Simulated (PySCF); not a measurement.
# Dipole moment and polarisability across levels of theory

BF₂GeH₃.
Bonds: F1–B2, B2–F3, B2–Ge4. Hydrogens: H5, H6, H7 on Ge4.

PySCF, dipoles from the SCF density, polarisabilities from static response with core orbitals frozen. Geometry: PBE0-D3(BJ)/def2-SVP; no solvent, vibrations or thermal averaging. The B3LYP/def2-SVPD calculation is non-relativistic and has no spin–orbit coupling, an omission that weighs most on germanium.

Question: Compare the levels for these properties.

Answer: 

```csv
level,μ (D),α (Å³),anisotropy (Å³)
B3LYP/def2-SVPD,0.872,7.09,1.28
PBE0/def2-SVPD,0.891,7.02,1.24
BHandHLYP/def2-SVPD,0.999,6.74,1.04
CAM-B3LYP/def2-SVPD,0.926,6.98,1.16
wB97X-D/def2-SVPD,0.889,6.97,1.15
LC-wPBE/def2-SVPD,0.894,6.84,1.10
PBE0/6-31G*,0.545,5.58,1.12
PBE0/def2-SVP,0.649,6.00,0.92
PBE0/aug-cc-pVDZ,0.848,7.08,1.29
PBE0/def2-TZVP,0.788,6.73,1.21
PBE0/def2-TZVPD,0.840,7.09,1.28
PBE0/aug-cc-pVTZ,0.839,7.13,1.28
```

The anisotropy is √(½[(α1 − α2)² + (α2 − α3)² + (α3 − α1)²]). The dipole runs from 0.55 D (PBE0/6-31G*) to 1.00 D (BHandHLYP/def2-SVPD). No reference polarisability is at hand; against PBE0 in the largest diffuse basis at hand (aug-cc-pVTZ) the other PBE0 rows deviate by 6-31G* -22%, def2-SVP -16%, def2-SVPD -2%, aug-cc-pVDZ -1%, def2-TZVP -6%, def2-TZVPD -1%. In one basis (def2-SVPD) the functionals order the polarisability from BHandHLYP (lowest) to B3LYP (highest), a spread of 5%. With PBE0 the polarisability is 6.10 Å³ without diffuse functions (mean of 6-31G*, def2-SVP and def2-TZVP) and 7.08 Å³ with them (mean of def2-SVPD, aug-cc-pVDZ, def2-TZVPD and aug-cc-pVTZ).
